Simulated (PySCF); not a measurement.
## Correlation energy of S²⁺ (sulfur, charge +2)

[Ne] 3s2 3p2, high-spin 3P determinant. Calculation: PySCF 2.14, in aug-cc-pCVTZ-DK; scalar relativity by spin-free X2C-1e. Frozen: 1s2; 12 electrons correlated.

```
  level  correlation energy (mhartree)
   CCSD                        -384.17
    (T)                          -4.56
CCSD(T)                        -388.73
```

Diagnostics: T1 = 0.0058, D1 = 0.0236, largest double amplitude 0.098.

Cost of the coupled-cluster step: about 50 core-seconds, for 12 correlated electrons.
